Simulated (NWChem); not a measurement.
System: BeN$_{2}$H$_{4}$; SMILES [NH2][Be][NH2]

Output (shortened):

```
             Northwest Computational Chemistry Package (NWChem) 7.3.0
             --------------------------------------------------------

 D2D symmetry detected

                             Geometry "geometry" -> ""
                             -------------------------

 Output coordinates in angstroms (scale by  1.889725989 to convert to a.u.)

  No.       Tag          Charge          X              Y              Z
 ---- ---------------- ---------- -------------- -------------- --------------
    1 Be                   4.0000     0.00000000     0.00000000     0.00000000
    2 N                    7.0000     0.00000000     0.00000000     1.50131000
    3 H                    1.0000    -0.58345400     0.58345400     2.09071100
    4 H                    1.0000     0.58345400    -0.58345400     2.09071100
    5 N                    7.0000     0.00000000     0.00000000    -1.50131000
    6 H                    1.0000    -0.58345400    -0.58345400    -2.09071100
    7 H                    1.0000     0.58345400     0.58345400    -2.09071100

 Effective nuclear repulsion energy (a.u.)      51.9026958917

      Symmetry information
      --------------------

 Group name             D2d
 Group number             32
 Group order               8
 No. of unique centers     3

                                 NWChem DFT Module
                                 -----------------

 Summary of "ao basis" -> "ao basis" (spherical)
 ------------------------------------------------------------------------------
       Tag                 Description            Shells   Functions and Types
 ---------------- ------------------------------  ------  ---------------------
 Be                          3-21g                   5        9   3s2p
 N                           3-21g                   5        9   3s2p
 H                           3-21g                   2        2   2s

      Symmetry analysis of basis
      --------------------------

        a1         10
        a2          0
        b1          0
        b2          9
        e          16

            General Information
            -------------------
          SCF calculation type: DFT
          Wavefunction type:  closed shell.
          No. of atoms     :     7
          No. of electrons :    22
           Alpha electrons :    11
            Beta electrons :    11
          Charge           :     0
          Spin multiplicity:     1
          Use of symmetry is: on ; symmetry adaption is: on
          Maximum number of iterations: 150
          AO basis - number of functions:    35
                     number of shells:    23
          Convergence on energy requested:  1.00D-06
          Convergence on density requested:  1.00D-05
          Convergence on gradient requested:  5.00D-04

              XC Information
              --------------
                         PBE0 Method XC Functional
                     Hartree-Fock (Exact) Exchange  0.250
          PerdewBurkeErnzerhof Exchange Functional  0.750
            Perdew 1991 LDA Correlation Functional  1.000 local
           PerdewBurkeErnz. Correlation Functional  1.000 non-local

             Grid Information
             ----------------
          Grid used for XC integration:  medium
          Radial quadrature: Mura-Knowles
          Angular quadrature: Lebedev.
          Tag              B.-S. Rad. Rad. Pts. Rad. Cut. Ang. Pts.
          ---              ---------- --------- --------- ---------
          Be                  1.05       49           7.0       434
          N                   0.65       49          10.0       434
          H                   0.35       45          10.0       434
          Grid pruning is: on
          Number of quadrature shells:   143
          Spatial weights used:  Erf1

      Superposition of Atomic Density Guess
      -------------------------------------

 Sum of atomic energies:        -124.49833563

      Non-variational initial energy
      ------------------------------

 Total energy =    -125.657903
 1-e energy   =    -269.802960
 2-e energy   =      92.242361
 HOMO         =      -0.340049
 LUMO         =       0.015492

      Symmetry analysis of molecular orbitals - initial
      -------------------------------------------------

  Numbering of irreducible representations:

     1 a1          2 a2          3 b1          4 b2          5 e

  Orbital symmetries:

     1 a1          2 b2          3 a1          4 a1          5 b2
     6 e           7 e           8 a1          9 b2         10 e
    11 e          12 a1         13 e          14 e          15 b2
    16 e          17 e          18 a1         19 b2         20 e
    21 e

     ---------------------------------------------
      Total Density - Mulliken Population Analysis
     ---------------------------------------------

    Atom       Charge   Shell Charges
 -----------   ------   -------------------------------------------------------
    1 Be   4     3.19   2.00  0.25  0.51  0.26  0.17
    2 N    7     8.23   1.99  0.40  2.01  1.25  2.58
    3 H    1     0.59   0.36  0.23
    4 H    1     0.59   0.36  0.23
    5 N    7     8.23   1.99  0.40  2.01  1.25  2.58
    6 H    1     0.59   0.36  0.23
    7 H    1     0.59   0.36  0.23

   convergence    iter        energy       DeltaE   RMS-Dens  Diis-err
 ---------------- ----- ----------------- --------- --------- ---------
 d= 0,ls=0.0,diis     1   -125.8150172839 -1.78D+02  2.39D-02  5.75D-01
 d= 0,ls=0.0,diis     2   -125.8148897090  1.28D-04  1.25D-02  6.32D-01
 d= 0,ls=0.0,diis     3   -125.8800150789 -6.51D-02  2.01D-03  1.61D-02
 d= 0,ls=0.0,diis     4   -125.8818747786 -1.86D-03  2.64D-04  7.13D-05
 d= 0,ls=0.0,diis     5   -125.8818872046 -1.24D-05  3.74D-05  1.93D-06
 d= 0,ls=0.0,diis     6   -125.8818875360 -3.31D-07  4.47D-06  6.01D-08

[...]
```

Level: PBE0/3-21G. All runs use the structure optimised with PBE0/def2-SVP.

Reconstruct the input file.

This is not unique; one that fits is the input that was run:
```
start job
memory heap 200 mb stack 900 mb global 1100 mb
geometry units angstroms noautoz
  Be     0.000000     0.000000     0.000000
  N      0.000000     0.000000     1.501310
  H     -0.583454     0.583454     2.090711
  H      0.583454    -0.583454     2.090711
  N      0.000000     0.000000    -1.501310
  H     -0.583454    -0.583454    -2.090711
  H      0.583454     0.583454    -2.090711
end
basis spherical
  * library 3-21g
end
dft
  xc pbe0
  iterations 150
  mulliken
end
task dft energy
```
